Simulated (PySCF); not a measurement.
Molecule: C4H3N2 (charge 0, doublet). It need not be the lowest isomer of its formula. 
Coordinates optimised at B3LYP-D3(BJ)/def2-TZVP (Ansatz):
SMILES: [c]1cncnc1
```xyz
9

C      0.1239    -1.3527     0.0353
C      1.2525    -0.5782     0.1139
N      1.1247     0.7573     0.0786
C     -0.1130     1.2330    -0.0322
N     -1.2431     0.5353    -0.1123
C     -1.1261    -0.8012    -0.0779
H      2.2538    -0.9821     0.2039
H     -0.2119     2.3129    -0.0603
H     -2.0370    -1.3842    -0.1421
```
Charge 0, spin multiplicity 2.

Dispersion corrections to the total energy (kcal/mol) from the dftd3 and dftd4 libraries through PySCF: D3(BJ) without and D4 with the three-body term, each with the damping fitted for the functional named.

```
functional  D3(BJ)      D4
----------  ------  ------
BHLYP        -6.88     ___
BP86         -7.93   -6.67
B3LYP        -8.93     ___
HF          -45.00  -20.64
TPSSh        -5.82   -6.33
B2GP-PLYP    -3.06   -2.10
PBE0         -4.34     ___
```

**Question.** Fill in the missing entries.

**Answer.** 
- BHLYP, D4: -5.76
- B3LYP, D4: -8.33
- PBE0, D4: -4.26
